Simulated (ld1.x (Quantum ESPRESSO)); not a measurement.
## What the settings do to the TM potential of Pt

Base potential:

ld1.x (Quantum ESPRESSO) 7.5 input, shortened:

```
&input
   title='Pt', zed=78., rel=1, dft='PBE', iswitch=3,
   config='[Xe] 4f14 5d9 6s0.5 6p0.5'
 /
 &inputp
   pseudotype=2, tm=.true., lloc=0,
   nlcc=.false.
 /
3
5P  2  1   6.00   0.00  1.15  1.15  0.0
5D  3  2   9.00   0.00  1.95  1.95  0.0
5S  1  0   2.00   0.00  1.55  1.55  0.0
 &test
   configts(1)='5s2 5p6 5d9 6s0.5 6p0.5'
 /
```

Occupied shells without a wave of their own: 6p, 6s. They enter only through the test configuration that unscreens the potential.

All-electron outer shells of the reference configuration (PBE, scalar-relativistic, ld1.x):

```tsv
shell	level (eV)	outermost node (bohr)	outermost maximum (bohr)
4d	-307.91	0.20	0.42
5s	-102.91	0.49	0.87
4f	-71.15	–	0.38
5p	-57.12	0.53	0.98
5d	-7.20	0.57	1.26
6s	-6.46	1.14	2.35
6p	-1.40	1.36	3.55
```

Cutoffs, loose and tight: the cutoffs (Ry, on a coarse ladder) from which the occupation-weighted sum of valence levels, in a spherical-Bessel basis at the reference potential, stays within 10 and 1 mRy of its value at 400 Ry. They do not see the model core or the augmentation charge, which bear on the density cutoff. Test errors are all-electron minus pseudo excitation energies from the reference, over the configurations 5s2 5p6 5d9 6s1 6p0; 5s2 5p6 5d9 6s0 6p0; 5s2 5p6 5d8 6s0 6p0; 5s2 5p6 5d8 6s1 6p1; 5s2 5p6 5d8 6s1 6p0; 5s2 5p6 5d7 6s0 6p0; 5s2 5p5 5d9 6s1 6p0. A dash means not determined; rows that change the core or the reference have their own tests.

Cutoffs are not given where the Bessel-basis levels miss the radial ones by over 6 mRy, ghosts where they miss by over 20 mRy; a channel whose overlap is not positive is not tested.

| change | outcome | cutoff, loose | cutoff, tight | bound ghosts | largest test error (meV) |
| --- | --- | --- | --- | --- | --- |
| base | generated, misses its reference levels by 3.04 eV | 140 Ry | 200 Ry | none | -3295 |
| wave 5s (bound): rc 1.55 bohr becomes 5s (bound): rc 1.22 bohr | generated, misses its reference levels by 0.43 eV | 140 Ry | 230 Ry | none | -525 |
| wave 5s (bound): rc 1.55 bohr becomes 5s (bound): rc 1.38 bohr | generated, misses its reference levels by 1.21 eV | 140 Ry | 200 Ry | none | -1360 |
| wave 5s (bound): rc 1.55 bohr becomes 5s (bound): rc 1.62 bohr | generated, misses its reference levels by 4.17 eV | – | – | none | -4530 |
| wave 5s (bound): rc 1.55 bohr becomes 5s (bound): rc 1.76 bohr | failed: run_pseudo: Errors in PS-KS equation | – | – | – | – |
| wave 5s (bound): rc 1.55 bohr becomes 5s (bound): rc 2.00 bohr | failed: the pseudo-atom did not reach self-consistency | – | – | – | – |
| wave 5s (bound): rc 1.55 bohr becomes 5s (bound): rc 2.12 bohr | failed: run_pseudo: Errors in PS-KS equation | – | – | – | – |
| wave 5s (bound): rc 1.55 bohr becomes 5s (bound): rc 2.34 bohr | failed: run_pseudo: Errors in PS-KS equation | – | – | – | – |

(1) What comes out with this change to the base: wave 5s (bound): rc 1.55 bohr becomes 5s (bound): rc 1.02 bohr?

## Answers

(1) outcome: generated; cutoff, loose: 160 Ry; cutoff, tight: 260 Ry; bound ghosts: none; largest test error (meV): -178.

Reading the sweep of the s radius (base included, trends over the rows without a ghost): The loose cutoff stays near 140 Ry. The median size of the test errors (rows with all tests solved) rises from 87.3 meV at 1.02 to 2340.4 meV at 1.62 bohr. More of the atom is replaced by a form fitted at one configuration, so other configurations suffer as the radius grows. The generation fails at 1.76, 2, 2.12, 2.34 bohr.
